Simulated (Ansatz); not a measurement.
Start from `C[CH](Cl)[GeH3]` and change one element to get `C[CH]([GeH3])Br`.

Ansatz, PBE0-D4/def2-TZVP geometries, multiplicity 1. 

Scalar relativity is left out up to krypton.

```json
{"property": "HOMO energy (PBE/def2-TZVPP) / eV", "`C[CH](Cl)[GeH3]`": "-6.55"}
{"property": "size of the dipole moment (B3LYP/def2-TZVPP) / D", "`C[CH](Cl)[GeH3]`": "1.78"}
{"property": "HOMO energy (PBE0/def2-TZVPP) / eV", "`C[CH](Cl)[GeH3]`": "-7.83"}
{"property": "LUMO energy (PBE0/def2-TZVPP) / eV", "`C[CH](Cl)[GeH3]`": "0.34"}
{"property": "HOMO energy (B3LYP/def2-TZVPP) / eV", "`C[CH](Cl)[GeH3]`": "-7.61"}
{"property": "HOMO–LUMO gap (PBE0/def2-TZVPP) / eV", "`C[CH](Cl)[GeH3]`": "8.17"}
```

What does the change do to each property? (Estimate.)

Computed: 
```tsv
property	`C[CH]([GeH3])Br`	shift
HOMO energy (PBE/def2-TZVPP) / eV	-6.38	0.17
size of the dipole moment (B3LYP/def2-TZVPP) / D	1.85	0.07
HOMO energy (PBE0/def2-TZVPP) / eV	-7.60	0.23
LUMO energy (PBE0/def2-TZVPP) / eV	-0.23	-0.57
HOMO energy (B3LYP/def2-TZVPP) / eV	-7.38	0.23
HOMO–LUMO gap (PBE0/def2-TZVPP) / eV	7.37	-0.80
```

With PBE0 the HOMO rises by 0.23 eV and the LUMO falls by 0.57 eV, so the gap narrows by about 0.80 eV. PBE moves the HOMO by 0.17 eV and ωB97M-V by 0.24 eV. Dipoles are sizes alone; their direction can turn.

B3LYP here is the variant with VWN-RPA as its local correlation; programs differ in this.

Spin–orbit coupling is left out; it splits and shifts lone-pair levels of the heavy atoms by tenths of an eV.
